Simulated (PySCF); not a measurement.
C₂H₇NSi. Atoms are numbered in the order given.

```xyz
11

C     -0.4480     0.1322    -1.1664
N     -1.2544    -0.2811     0.0000
C     -0.4480     0.1322     1.1664
Si     1.0610    -0.0427     0.0000
H     -0.5577    -0.5296    -2.0515
H     -0.5927     1.1924    -1.5002
H     -2.2328     0.0360     0.0000
H     -0.5927     1.1924     1.5002
H     -0.5577    -0.5296     2.0515
H      2.1302     1.0183     0.0000
H      1.7064    -1.4002     0.0000
```
Charge 0, spin multiplicity 1.

Geometry: PBE-D3(BJ)/def2-SVP.

These are PBE/def2-TZVP run with PySCF values and carry that method's errors.

ESP charges are fitted to the potential on shells at 1.4 to 2.0 van der Waals radii. Atomic charges (e):

| atom | ESP fit | meta-Löwdin |
|---|---|---|
| C1 | -0.05 | -0.34 |
| N2 | -0.57 | -0.35 |
| C3 | -0.05 | -0.34 |
| Si4 | 0.17 | 0.56 |
| H5 | 0.07 | 0.12 |
| H6 | 0.06 | 0.09 |
| H7 | 0.32 | 0.21 |
| H8 | 0.06 | 0.09 |
| H9 | 0.07 | 0.12 |
| H10 | -0.06 | -0.09 |
| H11 | -0.03 | -0.08 |

Computed Mayer and Wiberg (Löwdin basis) orders of the bonds:
| bond | Mayer | Wiberg |
|---|---|---|
| C1–N2 | 1.00 | 1.34 |
| N2–C3 | 1.00 | 1.34 |
| C1–Si4 | 0.98 | 1.11 |
| C3–Si4 | 0.98 | 1.11 |
| C1–H5 | 0.95 | 0.90 |
| C1–H6 | 0.92 | 0.88 |
| N2–H7 | 0.91 | 0.91 |
| C3–H8 | 0.92 | 0.88 |
| C3–H9 | 0.95 | 0.90 |
| Si4–H10 | 0.93 | 0.94 |
| Si4–H11 | 0.93 | 0.93 |
